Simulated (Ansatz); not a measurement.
Basis sets compared for Ti(NH2)Cl3 (TiNCl3H2). Charge 0, multiplicity 1. Geometry r2SCAN-D4/def2-SVP. Ansatz on 4 threads of Arm Neoverse V2 on a shared host; times are rough, and most runs start from earlier orbitals.

```xyz
7

Ti   -0.669    0.032   -0.010
N     1.160   -0.110    0.015
H     1.712   -0.309    0.850
H     1.759    0.060   -0.793
Cl   -1.408   -1.152    1.671
Cl   -1.335   -0.664   -1.974
Cl   -1.220    2.144    0.241
```

Binding counts from free atoms (Ti triplet, N quartet, H doublet, Cl doublet) in the same basis, without a counterpoise term.

```
                            level  functions  energy (Eh)  HOMO (eV)  LUMO (eV)  binding per atom (eV)  wall time
                  PBE-D4/def2-SVP        109   -2284.8530      -6.87      -3.92                   3.91      1.1 s
                 PBE-D4/def2-TZVP        199   -2285.5117      -7.12      -4.11                      –      2.1 s
r2SCAN-D4/def2-TZVP (with forces)        199   -2286.2047      -7.46      -4.09                      –      5.5 s
                 PBE0-D4/def2-SVP        109   -2284.9669      -8.36      -3.17                   3.65      1.7 s
                PBE0-D4/def2-TZVP        199   -2285.6203      -8.51      -3.20                   3.65      3.7 s
```

(1) Estimate the rows for PBE-D4/def2-TZVPD, r2SCAN-D4/def2-TZVPD, PBE0-D4/def2-TZVPD.

## Answers

(1) 
| level | functions | energy (Eh) | HOMO (eV) | LUMO (eV) | binding per atom (eV) | wall time |
| --- | --- | --- | --- | --- | --- | --- |
| PBE-D4/def2-TZVPD | 241 | -2285.5145 | -7.18 | -4.17 | – | 3.5 s |
| r2SCAN-D4/def2-TZVPD | 241 | -2286.2067 | -7.48 | -4.11 | – | 7 s |
| PBE0-D4/def2-TZVPD | 241 | -2285.6226 | -8.54 | -3.24 | 3.65 | 4.9 s |
